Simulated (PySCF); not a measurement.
**The second ionisation energy along the 5p block**

All values are computed (PySCF 2.14, energy differences of UHF-based or UKS calculations, no spin-orbit coupling). Values in eV. The last column holds reference values (NIST; (s) semi-empirical, (t) theoretical, else measured). Unmarked ones compare directly (S terms, centres of terms, or small fine structure); those marked * lie between the lowest fine-structure levels and include a spin-orbit shift.

| element | configurations | UHF | SCS-MP2 (valence) | CCSD (valence) | CCSD(T) (valence) | SCS-MP2 (valence and next inner shell) | r2SCAN | reference |
| --- | --- | --- | --- | --- | --- | --- | --- | --- |
| In (aug-cc-pwCVDZ-PP with ECP28MDF, ECP) | [Kr] 4d10 5s2 → [Kr] 4d10 5s1 | 17.008 | 17.736 | 17.892 | 17.892 | 18.584 | 18.802 | 18.870 |
| Sn (aug-cc-pwCVDZ-PP with ECP28MDF, ECP) | [Kr] 4d10 5s2 5p1 → [Kr] 4d10 5s2 | 13.728 | 13.862 | 13.952 | 13.965 | 13.915 | 14.367 | 14.282 |
| Sb (aug-cc-pwCVDZ-PP with ECP28MDF, ECP) | [Kr] 4d10 5s2 5p2 → [Kr] 4d10 5s2 5p1 | 15.995 | 16.177 | 16.267 | 16.276 | 16.259 | 16.645 | 16.626 ± 0.025 * |
| Te (aug-cc-pwCVDZ-PP with ECP28MDF, ECP) | [Kr] 4d10 5s2 5p3 → [Kr] 4d10 5s2 5p2 | 18.347 | 18.560 | 18.635 | 18.643 | 18.661 | 18.998 | 18.6 ± 0.4 * |
| I (aug-cc-pwCVDZ-PP with ECP28MDF, ECP) | [Kr] 4d10 5s2 5p4 → [Kr] 4d10 5s2 5p3 | 17.607 | 18.030 | 18.045 | 18.058 | 18.084 | 18.694 | 18.750 |
| Xe (aug-cc-pwCVDZ-PP with ECP28MDF, ECP) | [Kr] 4d10 5s2 5p5 → [Kr] 4d10 5s2 5p4 | 20.102 | 20.620 | 20.615 | 20.628 | 20.696 | 21.142 | 20.975 (s) * |

Which of these methods has the smallest mean absolute error against the measured values here?

r2SCAN, with 0.070 eV.

```
                                method  elements  mean error (eV)  mean absolute error (eV)  largest error (eV)
                                   UHF         3           -1.186                     1.186              -1.863
                     SCS-MP2 (valence)         3           -0.758                     0.758              -1.134
                        CCSD (valence)         3           -0.671                     0.671              -0.979
                     CCSD(T) (valence)         3           -0.662                     0.662              -0.979
SCS-MP2 (valence and next inner shell)         3           -0.440                     0.440              -0.666
                                r2SCAN         3           -0.013                     0.070               0.085
```

Errors include the incompleteness of the basis and the frozen core.

"Valence" correlates the outer s and p shells and, in groups 3 to 12 and the f block, the outer d or f shell, open or full, or the next shell where the ion has no valence electron left; the wider scheme adds the next inner shell.
